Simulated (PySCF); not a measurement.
Computed shifts of a molecule C2H9NOSi, KT2/pcSseg-1 (PySCF), GIAO, gas phase, equivalent atoms averaged, in ppm (number of nuclei): ²⁹Si: -21.3 (1). ¹⁵N: 50.9 (1). ¹³C: 43.4 (1), 40.6 (1). ¹H: 5.17 (2), 2.97 (6), 1.06 (1). References: ²⁹Si against TMS (σ = 361.9 ppm); ¹⁷O against H2O (σ = 330.4 ppm); ¹⁵N against NH3 (σ = 266.2 ppm); ¹³C against TMS (σ = 185.1 ppm); ¹H against TMS (σ = 31.47 ppm), references at their B3LYP-D3(BJ)/def2-TZVP geometries, non-relativistic. The structure is a stationary point at r2SCAN-D4/def2-SVP. The values are those of a single conformer.

**Question.** Which molecule gave these data?
A) CN(C)[SiH2]O
B) C[Si](C)(N)O
C) CO[Si@H](C)N
D) CCO[SiH2]N

**Answer.** A, CN(C)[SiH2]O
